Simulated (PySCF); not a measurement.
C3H6Cl, SMILES C[C](C)Cl, multiplicity 2. Geometry: PBE-D3(BJ)/def2-SVP. The isomer is the one that the SMILES or the coordinates give; other isomers of the formula were not compared.

Calculation: PySCF with PBE-D3(BJ)/def2-SVP.

Harmonic wavenumbers (cm⁻¹): 143, 156, 253, 332, 341, 623, 906, 909, 931, 1004, 1139, 1254, 1336, 1340, 1376, 1388, 1398, 1405, 2888, 2894, 3004, 3005, 3062, 3064. Rotational constants (GHz): 8.087, 4.684, 3.096; symmetry number 1.

Work out the zero-point energy and the ideal-gas rigid-rotor harmonic-oscillator thermochemistry at 298.15 K and 1 atm.

ZPE = ½ Σ hcν = ½ × 34151 cm⁻¹ = 204.27 kJ/mol. H − E(el) = 221.92 kJ/mol. Entropy in J/(mol K): translation 163.01, rotation 106.35, vibration 44.52, spin 5.76, total 319.65. G − E(el) = 126.62 kJ/mol. Cp = 86.33 J/(mol K). Modes under 150 cm⁻¹ make the vibrational entropy uncertain.
